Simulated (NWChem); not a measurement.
BBr2F; SMILES FB(Br)Br

```xyz
4

B      0.0000     0.0000    -0.6295
F      0.0000     0.0000    -1.9394
Br     1.6615     0.0000     0.2943
Br    -1.6615     0.0000     0.2943
```
Atoms are numbered in this order, from 1.

The geometry was optimised at PBE0/def2-SVP.

Symmetry labels are those of C2v in the frame above (b1 and b2, or b-type labels, depend on it).

Problem. List the 6 lowest vertical singlet excitations from Hartree-Fock/aug-cc-pVDZ, TDHF (NWChem).

Solution. 
| state | energy (eV) | oscillator strength | symmetry | leading excitation (squared amplitude) |
|---|---|---|---|---|
| S1 | 7.31 | 0.000 | a2 | HOMO → LUMO+4 (0.86) |
| S2 | 8.03 | 0.098 | b1 | HOMO−1 → LUMO+4 (0.75) |
| S3 | 8.20 | 0.001 | b2 | HOMO−2 → LUMO+4 (0.86) |
| S4 | 8.31 | 0.168 | b1 | HOMO → LUMO (0.51) |
| S5 | 8.47 | 0.000 | a2 | HOMO−1 → LUMO (0.38) |
| S6 | 8.80 | 0.024 | a1 | HOMO−2 → LUMO (0.27) |
